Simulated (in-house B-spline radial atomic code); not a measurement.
A fraction x of an electron is removed from 4d in the promethium ion Pm²⁺, starting from [Xe] 4f5 and keeping the highest spin. All numbers are computed (scalar-relativistic (X2C) PBE0, spin-polarised, spherical fractional occupations; Fermi nucleus of rms radius 4.962 fm) with a radial B-spline atomic code at the basis-set limit, not measured.

Caution: exact exchange at fractional occupations of open shells leaves self-interaction of up to several eV.

```tsv
x	E(x) - E(0) (eV)	4d down level (eV)
0	0.0000	-137.581
0.06	8.2827	-138.512
0.17	23.6145	-140.257
0.37	51.9928	-143.549
0.47	?	?
0.5	70.7973	-145.760
0.58	82.5135	-147.147
0.66	?	?
0.79	113.8035	-150.873
0.94	136.6385	-153.603
1	145.8879	-154.711
```

Question: What belongs in the row x = 0.47?

Answer: An energy change of 66.4322 eV; 4d down at -145.245 eV.

Question: What belongs in the row x = 0.66?

Answer: An energy change of 94.3413 eV; 4d down at -148.552 eV.

Question: Check Janak's theorem between x = 0.06 and 0.17.

Answer: The slope of the energy is 139.38 eV; the orbital levels give 139.38 eV (-ε of the emptying orbital, averaged over the two points).
